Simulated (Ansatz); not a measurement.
Molecule: MgO, net charge 0, triplet state. This is an excited triplet: at this geometry the singlet lies 0.07 eV lower at CCSD(T)/CBS(def2-TZVPPD,def2-QZVPPD). 
Geometry from a B3LYP-D3(BJ)/def2-TZVP (Ansatz, a quantum-chemistry and plane-wave program) optimisation:
```
Mg
O 1 1.8911
```
Charge 0, spin multiplicity 3.

Basis-set convergence of Hartree-Fock and CCSD correlation energies (hartree) with Ansatz. Valence correlation only, unless marked. Open shells are spin-unrestricted. No spin-orbit coupling. Non-relativistic.

```json
[
 {"basis": "def2-SVPD", "functions": "44", "E(HF)": "-274.31132", "E(corr, CCSD)": "-0.17788"},
 {"basis": "def2-TZVPPD", "functions": "75", "E(HF)": "-274.47151", "E(corr, CCSD)": "-0.21981"},
 {"basis": "def2-QZVPPD", "functions": "129", "E(HF)": "-274.48368", "E(corr, CCSD)": "-0.23606"}
]
```

Extrapolating the two largest sets (X = 3 and 4) as X^-3: E(corr) = (64·(-0.23606) - 27·(-0.21981))/37 = -0.2479 Eh, an estimate of the basis-set limit. The largest set recovers 95.2 % of it, the smallest 71.8 %.
